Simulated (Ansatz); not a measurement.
Input and output for CH$_{6}$Al$_{2}$O.

```yaml
crystal:
  periodic: [false, false, false]
  atoms:
    - {symbol: Al, position_ang: [-1.013836, 1.500675, 0.197456]}
    - {symbol: C, position_ang: [0.677085, 0.480511, 0.053882]}
    - {symbol: O, position_ang: [-0.631296, -0.296425, -0.037718]}
    - {symbol: Al, position_ang: [0.358867, -1.730063, -0.218264]}
    - {symbol: H, position_ang: [-1.528515, 1.831252, 1.656540]}
    - {symbol: H, position_ang: [-1.548715, 2.190650, -1.121934]}
    - {symbol: H, position_ang: [1.222525, 0.458783, -0.892218]}
    - {symbol: H, position_ang: [1.233466, 0.222395, 0.958002]}
    - {symbol: H, position_ang: [0.652728, -2.180891, -1.697872]}
    - {symbol: H, position_ang: [0.660793, -2.527986, 1.105023]}
basis:
  gaussian: {orbitals: pcseg-2}
hamiltonian: {xc: {name: B2PLYP}}
output: {forces: true}
```

```sh
$ ansatz run in.yaml --threads 2 --pin off --events-out ev --progress --plain --max-ram 4352MiB
```

It prints (some lines left out):

```
Functional definition: B2PLYP
1274 factors; integrals over basis functions are off by at most 1.1e-3 eV
mean field evaluation 1: about -16359.0719 eV, gradient 4.7e1 eV
mean field evaluation 2: about -16359.2111 eV, gradient 4.7e1 eV
mean field evaluation 4: about -16363.6317 eV, gradient 6.1e0 eV
mean field evaluation 8: about -16363.7084 eV, gradient 3.7e-1 eV
mean field evaluation 16: about -16363.7087 eV, gradient 6.9e-5 eV
mean field -16363.70866655 eV, -601.3552017756 hartree, gradient 2.0e-6 eV, S^2 0.000000; 0 other end points of the search recorded, 0 dependent functions left out
12 core orbitals not correlated: weight in the atoms' cores, before any rotation towards them, 1.000 or more for the frozen orbitals, at most 0.000 for the correlated occupied ones
reference -16363.70887442 eV, -601.3552094149 hartree; 11, 11 occupied and 189, 189 virtual orbitals, 1274 factors
second order -18.97536820 eV of doubles, -0.00000000 eV of singles
Total energy: -16368.83222384 eV, -601.5434890331 hartree
Atom 0 at    -1.013836     1.500675     0.197456 Å, force    -0.137292     0.111689     0.014917 eV/Å
Atom 1 at     0.677085     0.480511     0.053882 Å, force     0.452417     0.311402     0.037658 eV/Å
Atom 2 at    -0.631296    -0.296425    -0.037718 Å, force    -0.226323    -0.200828    -0.023758 eV/Å
Atom 3 at     0.358867    -1.730063    -0.218264 Å, force    -0.002775    -0.249549    -0.030945 eV/Å
Atom 4 at    -1.528515     1.831252     1.656540 Å, force     0.038123    -0.011077    -0.145964 eV/Å
Atom 5 at    -1.548715     2.190650    -1.121934 Å, force     0.040295    -0.048009     0.137529 eV/Å
Atom 6 at     1.222525     0.458783    -0.892218 Å, force    -0.063252    -0.019812     0.152355 eV/Å
Atom 7 at     1.233466     0.222395     0.958002 Å, force    -0.065197     0.018824    -0.152484 eV/Å
Atom 8 at     0.652728    -2.180891    -1.697872 Å, force    -0.017762     0.024788     0.158919 eV/Å
Atom 9 at     0.660793    -2.527986     1.105023 Å, force    -0.018234     0.062571    -0.148226 eV/Å
Dipole moment:     0.288100    -0.273295    -0.036542 e Å
```

Hardware: 2 threads of an AMD EPYC 7B13 on a shared host. Wall time 17 s, peak host memory 0.67 GiB.
